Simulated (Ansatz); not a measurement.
This singlet lies 1.05 eV below the relaxed triplet at the level B3LYP/cc-pVTZ // PBE0-D3(BJ)/def2-TZVP (Ansatz, a program for electronic structure).

A geometry relaxed with Ansatz with PBE0-D3(BJ)/def2-TZVP, charge 0, multiplicity 1:

```xyz
5

Si    -1.3614    -0.9459     0.8123
H     -2.2449     0.2419     0.4487
C      1.2489     0.2453    -0.1825
H      2.1964     0.6066    -0.5125
C      0.1611    -0.1479     0.1868
```

Question: Write the SMILES of this molecule.

Answer: `C#C[SiH]`
